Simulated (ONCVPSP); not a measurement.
## Building the ONCV potential for Yb (PBEsol, scalar-relativistic).

```json
{"Element": "Yb", "Generator": "ONCVPSP 4.0.1", "Type": "optimised norm-conserving Vanderbilt (ONCV)", "Functional": "PBEsol", "Relativity": "scalar-relativistic", "Frozen core": "[Kr] 4d10", "Valence charge": "24", "Reference configuration": "4f14 5s2 5p6 6s1.5 6p0.5", "Partial waves": "5s+6s: rc 2.35 bohr, ncon 4, nbas 7, qcut 4.9 1/bohr, 2 projectors; 5p+6p: rc 2.55 bohr, ncon 4, nbas 7, qcut 5.7 1/bohr, 2 projectors; d scattering state at 0.06 Ha: rc 2.35 bohr, ncon 4, nbas 8, qcut 3.7 1/bohr, 2 projectors, debl 3.7 Ha; 4f: rc 0.85 bohr, ncon 3, nbas 8, qcut 23.2 1/bohr, 2 projectors, debl 3 Ha", "Local potential": "polynomial inside 0.55 bohr (lpopt 5, dvloc0 4 Ha)", "Core correction": "none"}
```

In the d channel the program set the typed energies aside and used 0.050, 3.750 Ha.

All-electron outer shells of the reference configuration (PBEsol, scalar-relativistic, ld1.x):

```
shell  level (eV)  outermost node (bohr)  outermost maximum (bohr)
   4d     -178.61                   0.24                      0.49
   5s      -55.82                   0.58                      1.07
   5p      -28.30                   0.62                      1.24
   6s       -4.41                   1.46                      3.24
   4f       -3.88                      –                      0.49
   6p       -1.46                   1.81                      4.60
```

Is a potential produced?

No. ONCVPSP 4.0.1 stopped with "sratom123: lschfb convergence ERROR n,l,iter= 4 3 2": the all-electron bound-state solver failed for one shell.
